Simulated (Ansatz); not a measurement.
Geometry optimisation, RKS PBE/def2-mTZVP (Ansatz 0.2.0).

input.yaml

```yaml
crystal:
  periodic: [false, false, false]
  atoms:
    - { symbol: Ga, position_ang: [0.220702, -0.350216, -0.163378] }
    - { symbol: H, position_ang: [1.039299, 1.427368, 1.882679] }
    - { symbol: C, position_ang: [0.317637, 0.888759, -1.694947] }
    - { symbol: C, position_ang: [-1.246513, -1.214727, 0.829445] }
    - { symbol: H, position_ang: [1.438781, 0.897147, 1.666566] }
    - { symbol: F, position_ang: [1.840395, -0.856714, 0.423621] }
    - { symbol: H, position_ang: [-0.208652, 1.829831, -1.47713] }
    - { symbol: H, position_ang: [1.362155, 1.118556, -1.939655] }
    - { symbol: H, position_ang: [-0.159636, 0.446637, -2.582121] }
    - { symbol: H, position_ang: [-2.081446, -0.523197, 1.009653] }
    - { symbol: H, position_ang: [-0.881516, -1.597868, 1.790894] }
    - { symbol: H, position_ang: [-1.641206, -2.065575, 0.254373] }
basis:
  gaussian: { orbitals: def2-mTZVP }
hamiltonian:
  xc: pbe
relax:
  f_tol: 0.03
  max_steps: 50
output:
  orbitals: {}
```

Run as:

```bash
$ ansatz run input.yaml --threads 2 --pin off --max-ram 3072MiB --backend cpu --events-out ev --progress --plain --runs-dir out
```

Task: Where does it end, and by what steps?

Result: It converged. After 4 steps the energy has fallen by 0.109 eV; H5 moved furthest, 0.39 Å.

```tsv
step	energy less start (eV)	largest force component (eV/Å)	accepted
0	0.0000	1.802	yes
1	-0.0994	0.198	yes
2	-0.1080	0.065	yes
3	-0.1094	0.038	yes
4	-0.1095	0.013	yes
```

```xyz
12
Properties=species:S:1:pos:R:3
Ga 0.206 -0.446 -0.252
H 1.080 1.705 2.122
C 0.302 0.856 -1.732
C -1.264 -1.253 0.790
H 1.549 1.145 1.942
F 1.828 -1.069 0.240
H -0.202 1.795 -1.462
H 1.349 1.072 -1.980
H -0.197 0.459 -2.628
H -2.065 -0.528 0.990
H -0.883 -1.644 1.742
H -1.704 -2.091 0.229
```

Run time: 15 s on 2 threads of Arm Neoverse V1, with other jobs on the host, peak memory 0.16 GiB.
